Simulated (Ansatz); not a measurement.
`[SiH3]N[SiH2][SeH]` + `NC([SiH3])[SiH2]O` → `O[SiH2][SiH2][SeH]` + `NC([SiH3])N[SiH3]`  (redistribution)

Gas-phase electronic energies from Ansatz, PBE0-D4/def2-TZVP geometries. CCSD(T)/CBS is the MP2 limit (def2-TZVPP, def2-QZVPP) plus CCSD(T) − MP2 in def2-TZVPP, frozen cores. DFT in def2-TZVPP. B3LYP here is the variant with VWN-RPA as its local correlation; programs differ in this. For Se outer-core shells are correlated without core-valence functions, which leaves a few kJ/mol of doubt a bond. Scalar relativity is left out up to krypton. One conformer a species, not always the lowest.

Q: Is it downhill or uphill in electronic energy at CCSD(T)/CBS, and by how much? (An estimate is asked.)

A: The calculation gave: Uphill: ΔE = +136.3 kJ/mol.

Q: What do these levels give: PBE-D4, r2SCAN-D4, PBE0-D4, B3LYP-D4, B2PLYP, PBE0, B3LYP, HF/def2-TZVPP, CCSD(T)/def2-TZVPP, MP2/def2-QZVPP, MP2/CBS(def2), CCSD/CBS(def2)? (Best estimate.)

A: Ansatz gave: PBE-D4 108.0, r2SCAN-D4 127.6, PBE0-D4 117.9, B3LYP-D4 127.9, B2PLYP 136.0, PBE0 118.5, B3LYP 128.9, HF/def2-TZVPP 149.2, CCSD(T)/def2-TZVPP 134.9, MP2/def2-QZVPP 147.1, MP2/CBS(def2) 147.1, CCSD/CBS(def2) 139.3 kJ/mol.

Largest T1 diagnostic among the species: 0.011.

In def2-TZVPP, CCSD(T) changes the Hartree–Fock value by −14.3 kJ/mol (the triples alone add −2.9 kJ/mol) and MP2 by −3.5 kJ/mol. From PBE to PBE0 (25 % exact exchange), in def2-TZVPP and without D4, ΔE moves by +9.8 kJ/mol.
